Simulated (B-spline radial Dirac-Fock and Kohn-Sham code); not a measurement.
# Binding energies of Tc at several levels of theory

System: the Tc atom, configuration [Kr] 4d6 5s1 (not the ground configuration).

The density-functional columns are spherical, spin-unpolarised Dirac-Kohn-Sham results without Breit or QED terms: −ε is minus the orbital energy of the initial state and ΔSCF the difference of two total energies. The reference in the last column comes from Dirac-Fock (average of configuration) total-energy differences with a finite nucleus, the Breit interaction including its frequency dependence, and self-energy and vacuum-polarisation corrections. All numbers are from an atomic code on a B-spline grid, in eV; a selection of levels is shown. The Kohn-Sham columns are given as differences from the reference. For the 1s level of heavy atoms much of the gap between ΔSCF and the reference is the Breit and QED part, -58.7 eV here; for other levels the error of the functional can be larger.

```
     level  LDA −ε − DF  LDA ΔSCF − DF  Dirac-Fock
    K (1s)       -225.7          +52.2     21051.8
   L1 (2s)        -87.9          -42.0      3056.5
L2 (2p1/2)        -63.5           -6.0      2802.6
L3 (2p3/2)        -65.0          -10.2      2686.1
   M1 (3s)        -41.6          -26.7       555.5
M2 (3p1/2)        -31.7          -16.6       457.4
M3 (3p3/2)        -31.5          -16.8       437.3
M4 (3d3/2)        -15.4           +0.3       264.4
M5 (3d5/2)        -15.6            0.0       260.8
N2 (4p1/2)         -7.0           -1.2       51.59
N3 (4p3/2)         -7.1           -1.4       48.72
 N4,5 (4d)         -2.5           +2.1        7.21
   O1 (5s)         -1.4           +1.6        5.78
```

Values without a named source are computed, but for edge energies of neutral atoms, which are taken from tables.
